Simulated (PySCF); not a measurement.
Compound: C6H14OSi2.
Structure used (GFN2-xTB), in Å, numbered top down from 1:
```xyz
23
C6H14OSi2 angstrom
C      3.0615    0.7613    1.1732
C      2.2459    0.0005    0.4675
C      0.9340   -0.5213    0.9521
C     -0.2328   -0.0492    0.0700
C     -0.3038    1.4791    0.1169
C     -1.5652   -0.6205    0.6000
Si    -2.8013   -0.6780   -0.8497
O     -1.7156   -0.7701   -2.0792
Si    -0.1175   -0.6266   -1.7606
H      3.9992    1.1161    0.7803
H      2.8263    1.0588    2.1824
H      2.5004   -0.2825   -0.5467
H      0.9677   -1.6156    0.9375
H      0.7702   -0.2024    1.9858
H      0.6139    1.9209   -0.2667
H     -1.1382    1.8398   -0.4818
H     -0.4442    1.8274    1.1409
H     -1.9073   -0.0488    1.4638
H     -1.4014   -1.6417    0.9547
H     -3.6012   -1.8952   -0.9144
H     -3.5735    0.5455   -1.0478
H      0.3964    0.3795   -2.6801
H      0.4819   -1.9500   -1.9152
```

NICS = −σ at a ghost point: NICS(0) at the centroid of the ring atoms, NICS(1) 1 Å to either side along the normal of their mean plane, zz for the tensor component along that normal. Level: GIAO PBE0/pcSseg-1 (PySCF, non-relativistic, gas phase) on the GFN2-xTB geometry, one conformer.

Ring bond lengths (Å), with Mayer bond orders in brackets: C4–C6 1.544 (0.98), C6–Si7 1.906 (0.90), Si7–O8 1.643 (0.92), O8–Si9 1.636 (0.94), Si9–C4 1.923 (0.82).

Problem. What do the NICS probes read (ppm)?

Solution. 
```
            ring                                                      type  NICS(0)  NICS(1), two faces  NICS(1)zz, two faces  rms pucker (Å)  centre to ring atoms, mean (Å)
C4–C6–Si7–O8–Si9  5-membered ring with O and 2 Si; formal bonds all single     -5.4         -2.9 / -2.7           -3.1 / -1.9            0.15                            1.46
```

Problem. What do they say, and how far can they be read as aromaticity?

Solution. 
- C4–C6–Si7–O8–Si9: mean NICS(1)zz -2.5 ppm, near zero. C4, C6, Si7, Si9 have four or more neighbours; no verdict on aromaticity is drawn.

Problem. What field does 7.05 T along the ring normal induce along that normal at the second NICS(1) probe listed for ring C4–C6–Si7–O8–Si9, 1 Å off the ring?

Solution. NICSzz × B0 = -1.9 ppm × 7.05 T = -13 μT, against the applied field.
